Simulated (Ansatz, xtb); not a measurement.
Species: sum formula YOF, charge 0, multiplicity 1. 
Structure (B3LYP-D3(BJ)/def2-TZVP (Ansatz, a quantum-chemistry and plane-wave program) minimum search):
```xyz
3

Y      0.1361    -0.1179     0.2673
O      1.2660    -0.1525    -1.1654
F     -1.7151     0.6464    -0.1222
```

Harmonic wavenumbers from GFN2-xTB (xtb, at its own minimum), cm⁻¹: 154, 249, 428.

Question: Give the harmonic wavenumbers at B3LYP-D3(BJ)/def2-TZVP (Ansatz, finite differences of forces, unscaled).

Answer: 177, 542, 839 cm⁻¹. Zero-point energy 2.2 kcal/mol.

Question: From these and the geometry, give the ideal-gas thermochemistry at 298.15 K and 1 atm (rigid rotor, harmonic oscillator).

Answer: Point group Cs, rotational symmetry number 1. Rotational constants 19.2, 5.337, 4.176 GHz. S(trans) 40.36, S(rot) 24.13, S(vib) 3.10, S(elec, spin only) 0.00, S 67.6 cal/(mol K). H(298) - H(0) 2.91 kcal/mol; G - E(el) -15.0 kcal/mol.
